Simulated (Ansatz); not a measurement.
One change: `Clc1ccccn1` becomes `N#Cc1ccccn1`.

Ansatz, PBE0-D4/def2-TZVP geometries, multiplicity 1. 

```json
{"property": "size of the dipole moment (ωB97M-V/def2-TZVPP) / D", "`Clc1ccccn1`": "3.26"}
{"property": "LUMO energy (ωB97M-V/def2-TZVPP) / eV", "`Clc1ccccn1`": "0.95"}
{"property": "HOMO–LUMO gap (B3LYP/def2-TZVPP) / eV", "`Clc1ccccn1`": "5.96"}
{"property": "HOMO energy (ωB97M-V/def2-TZVPP) / eV", "`Clc1ccccn1`": "-9.57"}
{"property": "LUMO energy (B3LYP/def2-TZVPP) / eV", "`Clc1ccccn1`": "-1.33"}
{"property": "LUMO energy (PBE/def2-TZVPP) / eV", "`Clc1ccccn1`": "-2.06"}
```

Question: Give the same properties after the change, and the shifts. (An estimate is asked.)

Answer: The calculation gave: 
```tsv
property	`N#Cc1ccccn1`	shift
size of the dipole moment (ωB97M-V/def2-TZVPP) / D	5.80	2.54
LUMO energy (ωB97M-V/def2-TZVPP) / eV	0.09	-0.86
HOMO–LUMO gap (B3LYP/def2-TZVPP) / eV	5.81	-0.15
HOMO energy (ωB97M-V/def2-TZVPP) / eV	-10.22	-0.65
LUMO energy (B3LYP/def2-TZVPP) / eV	-2.16	-0.83
LUMO energy (PBE/def2-TZVPP) / eV	-2.85	-0.79
```

With PBE0 the HOMO falls by 0.67 eV and the LUMO falls by 0.84 eV, so the gap narrows by about 0.17 eV. PBE moves the HOMO by -0.27 eV and ωB97M-V by -0.65 eV. The zero-point energy changes by 21.2 kJ/mol with +3 modes. Dipoles are sizes alone; their direction can turn.

B3LYP here is the variant with VWN-RPA as its local correlation; programs differ in this.

Positive LUMOs are unbound, so they and the gaps depend on the basis.
